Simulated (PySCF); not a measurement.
H4OSeSiZn, SMILES [SiH3][O][Zn][SeH].

The structure is a stationary point at PBE-D3(BJ)/def2-SVP. The structure was generated by enumeration; whether it is a known compound was not checked. One conformer was computed; it need not be the lowest.

Level of theory: PBE-D3(BJ)/def2-SVP in PySCF.

Frequencies are harmonic and unscaled.

```
mode  ν (cm⁻¹)  IR (km/mol)  moving atoms (share of kinetic energy)
----  --------  -----------  --------------------------------------
1           28          2.1                                  H 95 %
2           41          3.7                         H 74 %, Zn 10 %
3           52          0.8       Zn 37 %, Si 30 %, Se 17 %, H 11 %
4          104         12.9                         O 47 %, Zn 41 %
5          134          7.5                O 31 %, Zn 31 %, Si 24 %
6          262          3.5                Se 50 %, Zn 25 %, O 19 %
7          518         23.7        Zn 36 %, O 31 %, Si 21 %, H 10 %
8          577          0.6                                  H 97 %
9          697         51.5                          H 84 %, Si 9 %
10         712         50.4                 H 79 %, O 11 %, Si 10 %
11         908         71.0                                  H 96 %
12         917         68.2                                  H 96 %
13         976        640.5                         O 69 %, Si 26 %
14         978        148.4                                  H 89 %
15        2117        180.9                                  H 96 %
16        2121        123.9                                  H 98 %
17        2162        158.7                                  H 97 %
18        2347          9.9                                  H 99 %
```
